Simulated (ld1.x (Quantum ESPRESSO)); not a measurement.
**W (Z = 74): excitation energies, all-electron against PAW**

- Element: tungsten
- Generator: ld1.x (Quantum ESPRESSO) 7.5
- Type: PAW
- Functional: PBE
- Relativity: scalar-relativistic
- Frozen core: [Xe] 4f14
- Valence charge: 6
- Reference configuration: 5d4 6s1 6p0 (charge +1)
- Partial waves: 6s (bound): rcut 1.90, rcutus 2.45 bohr; 6s channel at 0.7 Ry: rcut 1.90, rcutus 2.45 bohr; 6p (bound, empty): rcut 2.75, rcutus 3.40 bohr; 6p channel at 0.8 Ry: rcut 2.75, rcutus 3.40 bohr; 5d (bound): rcut 1.95, rcutus 2.50 bohr; 5d channel at 0.8 Ry: rcut 1.95, rcutus 2.50 bohr
- Local potential: all-electron potential smoothed inside 3.10 bohr (lloc = -1)
- Core correction: Bessel-smoothed model core inside 1.85 bohr
- Augmentation charge: BESSEL, radius 1.40 bohr

Energies are relative to the spin-unpolarised reference configuration 5d4 6s1 6p0; without spin polarisation the order of configurations can differ from experiment.

(1) Give the all-electron excitation energy and the error of the potential for: 5d4 6s2 6p0; 5d4 6s0 6p0; 5d3 6s0 6p0; 5d4 6s1.5 6p0; 5d4 6s1 6p1; 5d2 6s0 6p0; 5d4 6s0 6p2.

Levels in the configuration 5d4 6s0 6p2:

```json
{"level": "5d", "all-electron (eV)": "-7.143", "pseudo (eV)": "-7.157"}
{"level": "6p", "all-electron (eV)": "-2.742", "pseudo (eV)": "-2.742"}
```

Results:

(1)

```
valence configuration  charge  ΔE all-electron (eV)  error AE − PS (meV)
          5d4 6s2 6p0       0                -8.883                 +1.7
          5d4 6s0 6p0      +2                15.679                  -10
          5d3 6s0 6p0      +3                41.061                 -174
        5d4 6s1.5 6p0    +0.5                -5.251                 +1.4
          5d4 6s1 6p1       0                -4.388                 +1.9
          5d2 6s0 6p0      +4                78.273                 -769
          5d4 6s0 6p2       0                 0.376                 -0.8
```
